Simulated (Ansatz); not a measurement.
The cluster AlSi₅: single points at one geometry.

```yaml
crystal:
  periodic: [false, false, false]
  atoms:
    - {symbol: Al, position_ang: [1.662755, 1.176515, 0.690442]}
    - {symbol: Si, position_ang: [-1.857107, 0.832619, 0.444219]}
    - {symbol: Si, position_ang: [-0.049406, -0.463043, 1.312019]}
    - {symbol: Si, position_ang: [1.299819, -1.180159, -0.654375]}
    - {symbol: Si, position_ang: [-1.038214, -1.252643, -0.720148]}
    - {symbol: Si, position_ang: [-0.017836, 0.886700, -1.072147]}
basis:
  gaussian: {orbitals: def2-TZVP, initial_orbitals: start.molden}
magnetization: {spin_polarized: true, initial_magnetization: 1}
hamiltonian: {xc: r2scan, dispersion: d4}
scf: {omitted_lower_state_checks: [starts]}
output: {orbitals: {seedname: orbitals}}
```

The file start.molden holds the orbitals of an earlier run on this structure, at another level or in another basis.

```sh
$ ansatz run in.yaml --threads 4 --pin off --events-out ev --progress --plain --max-ram 4787MiB
```

It prints (some lines left out):

```
Functional definition: r2SCAN
  name "r2SCAN"
  cite "Furness, Kaplan, Ning, Perdew & Sun, J. Phys. Chem. Lett. 11, 8208 (2020) doi:10.1021/acs.jpclett.0c02405"
  cite "Furness, Kaplan, Ning, Perdew & Sun, J. Phys. Chem. Lett. 11, 9248 (2020) doi:10.1021/acs.jpclett.0c03077"
  parent r2scan
  parameter k0 = 0.174
  parameter k1 = 0.065
  parameter a1 = 4.9479
  exchange = r2scan_x(k0 = k0, k1 = k1, a1 = a1)
  correlation = r2scan_c
these checks for a lower state are left out or cut short: starts
1519 factors; their error is unknown
mean field evaluation 1: about -45980.9609 eV, gradient 7.0e0 eV
mean field evaluation 2: about -45981.0198 eV, gradient 1.2e-1 eV
mean field evaluation 4: about -45980.9838 eV, gradient 8.7e-4 eV
mean field -45980.98380607 eV, -1689.7699878429 hartree, gradient 4.0e-5 eV, S^2 0.768357; 0 other end points of the search recorded, 0 dependent functions left out
reference -45980.98382163 eV, -1689.7699884146 hartree; 42, 41 occupied and 180, 181 virtual orbitals, 1519 factors
Total energy: -45981.06813873 eV, -1689.7730870110 hartree
Checks for a lower state left out: starts
```

Run time 9.5 s (4 threads of AMD EPYC 9B14 on a shared host).

The first input with `correlation: {method: ccsd_t}`, `scf: {omitted_lower_state_checks: [starts, cluster_reference]}` and without the key `hamiltonian` (abridged; 6.5 min):

```
Functional definition: HF
mean field evaluation 16: about -45892.4883 eV, gradient 1.4e-5 eV
mean field -45892.48827298 eV, -1686.5178369863 hartree, gradient 6.0e-6 eV, S^2 0.999974
30 core orbitals not correlated: weight in the atoms' cores, before any rotation towards them, 1.000 or more for the frozen orbitals, at most 0.000 for the correlated occupied ones
second order -17.72330158 eV of doubles, -0.00000000 eV of singles
cycle   1  -16.28088118 eV  change     1.4e0 eV  update   2.4e-1
cycle   2  -17.35573081 eV  change    -1.1e0 eV  update   9.7e-2
cycle   3  -17.58580995 eV  change   -2.3e-1 eV  update   4.6e-2
cycle   4  -17.61407593 eV  change   -2.8e-2 eV  update   2.4e-2
cycle   5  -17.63746665 eV  change   -2.3e-2 eV  update   1.5e-2
cycle   6  -17.63857580 eV  change   -1.1e-3 eV  update   6.0e-3
cycle   7  -17.63726443 eV  change    1.3e-3 eV  update   2.7e-3
cycle   8  -17.64047601 eV  change   -3.2e-3 eV  update   1.2e-3
cycle   9  -17.64110511 eV  change   -6.3e-4 eV  update   6.0e-4
cycle  10  -17.64045019 eV  change    6.5e-4 eV  update   3.1e-4
cycle  11  -17.64050719 eV  change   -5.7e-5 eV  update   1.8e-4
cycle  12  -17.64047261 eV  change    3.5e-5 eV  update   1.0e-4
cycle  13  -17.64052051 eV  change   -4.8e-5 eV  update   5.8e-5
cycle  14  -17.64056644 eV  change   -4.6e-5 eV  update   3.3e-5
cycle  15  -17.64052507 eV  change    4.1e-5 eV  update   1.9e-5
cycle  16  -17.64053322 eV  change   -8.1e-6 eV  update   1.1e-5
perturbative correction -1.79436842 eV, -0.0659418231 hartree
Total energy: -45911.92317462 eV, -1687.2320564481 hartree
Checks for a lower state left out: starts, cluster_reference
```

First input, but with `gaussian: {orbitals: def2-SVP, initial_orbitals: start.molden}`, `hamiltonian: {xc: pbe, dispersion: d4}` (abridged; 1.6 s):

```
Functional definition: PBE
mean field -45946.10069937 eV, -1688.4880573163 hartree, gradient 1.2e-5 eV, S^2 0.757801
Total energy: -45946.55782419 eV, -1688.5048563434 hartree
Checks for a lower state left out: starts
```

Geometry: r2SCAN-D4/def2-SVP.

Correlated methods freeze 30 core orbitals. At CCSD(T)/def2-TZVP the charge 0 doublet is spin-contaminated (final ⟨S²⟩ up to 1.00, 0.75 for a pure state). The structure comes from a short search, and lower isomers may exist.
